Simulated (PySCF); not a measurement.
Mg (magnesium, neutral): UHF calculation

Configuration: [Ne] 3s2, closed-shell 1S. Computed with PySCF 2.14 in cc-pVTZ (5s4p2d1f, 34 functions), with no relativity, point nucleus.

- Total energy: -199.613347 hartree
- One-electron energy: -279.4292 hartree
- Hartree (Coulomb) energy: 95.8100 hartree
- Exchange energy: -15.9942 hartree
- Kinetic energy: 199.61094 hartree
- ⟨S²⟩: 0.0000
- ⟨L²⟩: 0.000
- Sum of ⟨r⟩: 12.26 bohr
- Sum of ⟨r²⟩: 29.60 bohr²
- Density at the nucleus (Gaussians lack the cusp): 1080 bohr⁻³
- Langevin diamagnetic susceptibility: -23.4 ×10⁻⁶ cm³/mol
- Time after the integrals: 0.06 s of wall time on 1 thread of Neoverse-V1 (shared host)

```
shell  electrons  mean orbital energy (hartree)  rms radius, mean of both spins (bohr)
   1s          2                      -49.03178                                  0.152
   2s          2                       -3.76770                                  0.756
   2p          6                       -2.28208                                  0.773
   3s          2                       -0.25305                                   3.52
```
